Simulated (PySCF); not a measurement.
# Computed structure and properties of [Tl(NH3)]3+

System: [Tl(NH3)]3+ (singlet); start: template (C3v). Method: PySCF 2.14.0, RKS PBE0, Tl def2-SVP with ECP60, N def2-SVP, H def2-SVP; non-relativistic Hamiltonian with scalar-relativistic core potentials where named; density fitting; no spin-orbit coupling.

Input of the relaxation:

```python
mol = gto.M(atom='''
Tl     0.00000     0.00000    -0.18105
N     -0.00000    -0.00000     2.10895
H      0.93916     0.00004     2.50695
H     -0.46961     0.81332     2.50695
H     -0.46955    -0.81335     2.50695''',
    basis={'Tl': 'def2-SVP', 'N': 'def2-SVP', 'H': 'def2-SVP'},
    ecp={'Tl': 'def2-SVP'},
    charge=3, spin=0)
mf = dft.RKS(mol, xc='PBE0')
mf.grids.atom_grid = (50, 194)
mf = mf.density_fit()  # fitting sets: Tl def2-universal-JKFIT, N def2-universal-JKFIT, H def2-universal-JKFIT
mf.conv_tol = 1e-08; mf.max_cycle = 55
mf.kernel(dm0)  # dm0: converged density of the start geometry
# quasi-Newton relaxation in Cartesian coordinates to a largest gradient under 0.00045 Eh/bohr, steps kept in the point group
```

Run from Python with OMP_NUM_THREADS=2; the lines above give its settings. Where DIIS fails, smearing, a level shift and second-order steps follow.
It took 6.9 s on 2 threads of Arm Neoverse V2, with other jobs on the host, from the converged density of the start.

Course of the relaxation:

| step | energy above end (eV) | largest force component within the symmetry (eV/Å) |
| --- | --- | --- |
| 0 | 0.3317 | 2.059 |
| 1 | 0.0451 | 0.982 |
| 2 | 0.0228 | 0.605 |
| 3 | 0.0110 | 0.249 |
| 4 | 0.0043 | 0.160 |
| 5 | 0.0015 | 0.085 |
| 6 | 0.0003 | 0.058 |
| 7 | 0.0000 | 0.016 |
| 8 | 0.0000 | 0.003 |

Relaxed geometry (C3v):

```xyz
5

Tl    0.0000    0.0000   -0.2367
N     0.0000    0.0000    2.2383
H     1.0358    0.0000    2.4824
H    -0.5180    0.8971    2.4824
H    -0.5179   -0.8971    2.4824
```

| contact | Å |
| --- | --- |
| Tl1–N2 (NH3) | 2.475 |

On the finer grid (75, 302):

```json
{"HOMO": "-31.20 eV", "LUMO": "-26.43 eV", "Dipole about the centre of mass": "10.76 D", "Set of Mulliken populations of Tl1 outside the core potential": "s 3.06, p 6.08, d 10.02", "D3(BJ) dispersion energy (not in the energies)": "-0.068 eV"}
```

```
atom  Mulliken (e)  Löwdin (e)  spin (e)
 Tl1          1.84        1.82      0.00
  N2          0.02        0.47      0.00
  H3          0.38        0.24      0.00
  H4          0.38        0.24      0.00
  H5          0.38        0.24      0.00
```

On the grid (50, 194), as all that follows. Harmonic modes: a minimum; lowest 160 cm⁻¹ (negative: unstable), highest 3164 cm⁻¹, zero-point energy 0.949 eV.

Taking off one NH3 (charge 0, singlet; the rest: singlet) in vacuum, both parts rigid, costs 12.02 eV; the small basis without counterpoise inflates it. Parting with an electron moved from the ligand to the metal can be far cheaper, even downhill.

Rigid scan of NH3 along the line from its metal:

distance to N2 (Å), energy (eV) and a bar:
```
     2.18      0.196 ##############################
     2.28      0.069 ###########
     2.38      0.014 ##
     2.48      0.000 
     2.58      0.009 #
     2.68      0.026 ####
     2.88      0.054 ########
```

One start shape was tried, so this needn't be the lowest isomer.
